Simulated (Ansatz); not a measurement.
CH$_{5}$FOSi$_{2}$, SMILES `F[C@H]1O[Si@H]1[SiH3]` at its PBE0-D4/def2-TZVP geometry, where that method's forces vanish. Charge 0, multiplicity 1.

```xyz
10

F    -0.6801   -1.2880    1.8857
C    -0.4727   -1.6802    0.5985
O    -1.4043   -1.1244   -0.2969
Si    0.1289   -0.4986   -0.6613
Si    0.4754    1.7397   -0.1178
H    -0.4128   -2.7674    0.5603
H     0.6974   -0.9985   -1.9390
H     1.9333    2.0224   -0.1894
H    -0.0314    1.9862    1.2532
H    -0.2336    2.6088   -1.0932
```

Problem. What forces (eV/Å) does r2SCAN-D4/def2-TZVPP give on these atoms in Ansatz 0.2.0? (An estimate is asked.)

Solution. Computed: 
```
F1  -0.069  0.107  0.327
C2   0.223 -0.289 -0.079
O3  -0.331  0.049 -0.140
Si4  0.213  0.150 -0.101
Si5 -0.004 -0.024 -0.012
H6  -0.011 -0.010  0.006
H7  -0.016  0.000 -0.004
H8  -0.027  0.007  0.001
H9   0.008  0.004 -0.021
H10  0.015  0.005  0.024
```
